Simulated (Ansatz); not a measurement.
A structure relaxed at B3LYP-D4/def2-TZVP in Ansatz, charge 0, singlet:

```xyz
5

Nb   -0.268   -0.083    0.141
O     1.557   -0.233   -0.415
O    -0.590    0.414    1.741
O     0.904    0.989   -0.926
H    -1.603   -1.086   -0.541
```

(1) Give its formula and point group.

(2) Summarise the bond lengths by kind (pairs closer than 1.2 times the sum of covalent radii, bridged metal pairs left out).

Results:

(1) the cluster NbO₃H. Point group Cs (tolerance 0.1 Å).

(2) 3 × Nb–O 1.71 to 1.91 Å; 1 × O–O 1.48 Å; 1 × H–Nb 1.80 Å. The metal has 4 neighbours: O 1.91 Å, O 1.71 Å, O 1.91 Å, H 1.80 Å.

In the def2 sets Nb takes a core potential; there is no spin–orbit coupling. The structure holds one bond between oxygen atoms, so isomers without such links may lie far lower. Another isomer (singlet) lies 3.80 eV lower at PBE0-D4/def2-TZVP; other spin states weren't run for this one.
